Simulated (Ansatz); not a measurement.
Basis-set extrapolation for C$_{3}$H$_{8}$Si$_{2}$, SMILES `[SiH3]C=C=C[SiH3]` (PBE0-D4/def2-TZVP geometry, frozen core, Ansatz). Multiplicity 1, RHF reference.

```csv
,def2-TZVPP,def2-QZVPP
HF,-696.137666,-696.160757
MP2 correlation,-0.721290,-0.769189
CCSD(T) correlation,-0.816760,not run
```

Energies in hartree. Use E(X) = E(∞) + A·exp(−7.88·√X) for Hartree–Fock and E(X) = E(∞) + B·X^(−2.97) for correlation, with X = 3 and 4, and add CCSD(T) minus MP2 of the smaller set to the MP2 limit.

Task: What is the CCSD(T) energy at the basis-set limit?

Result: HF limit: -696.160757 + (-0.023091) × 0.13774 = -696.16394. MP2 limit: -0.769189 + (-0.047899) × 0.74074 = -0.80467. Higher-order term: -0.816760 − (-0.721290) = -0.09547. Total: -697.06408 hartree, 2.98 eV below CCSD(T)/def2-TZVPP.
